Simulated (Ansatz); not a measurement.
C₂H₆BFO, SMILES CB(F)CO.

Coordinates come from a ωB97X-D3(BJ)/def2-SVP optimisation. The structure was generated by enumeration, and PubChem lists no compound with its InChIKey, so it may never have been made. The values are those of a single conformer.

Two levels are set side by side: PBE/def2-TZVPD (Ansatz, a quantum-chemistry and plane-wave program) and CAM-B3LYP/def2-TZVPD (Ansatz). Energy differences of separate SCF runs at the same geometry; the states with an electron removed or added have multiplicity 2 and 2. Differences are taken from unrounded values.

| quantity | CAM-B3LYP |
|---|---|
| vertical ionisation energy (eV) | 10.85 |
| vertical singlet–triplet gap (eV) | 6.22 |

What does PBE give, and how far is it from CAM-B3LYP? (Estimate from the structure and the level; the computed values follow.)


```json
[
 {"quantity": "vertical ionisation energy (eV)", "PBE": "10.04", "PBE minus CAM-B3LYP": "-0.81"},
 {"quantity": "vertical singlet–triplet gap (eV)", "PBE": "5.56", "PBE minus CAM-B3LYP": "-0.66"}
]
```
